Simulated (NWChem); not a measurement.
System: KF; SMILES [F][K]

Input file for NWChem:

```
start job
memory heap 200 mb stack 900 mb global 1100 mb
geometry units angstroms noautosym nocenter noautoz
  K      0.000000     0.000000    -0.726899
  F      0.000000     0.000000     1.449041
end
basis spherical
  * library pcsseg-1
end
dft
  xc xpbe96 cpbe96
  iterations 150
end
property
  shielding
end
task dft property
```

Coordinates come from a B3LYP/6-31G* (spherical d) optimisation.

GIAO values for the isolated, static molecule; σ is the absolute isotropic shielding, δ = σ(reference) − σ with the isolated reference molecule computed at the same levels (19F: trichlorofluoromethane).

Atoms are numbered as in the input.

Question: Predict the main results of this run. (PBE/pcSseg-1, GIAO.) Quantities: σ K1 (ppm); δ F2 (ppm).

Answer: 
```
Quantity     Value
----------  ------
σ K1 (ppm)  1274.4
δ F2 (ppm)    -9.4
```
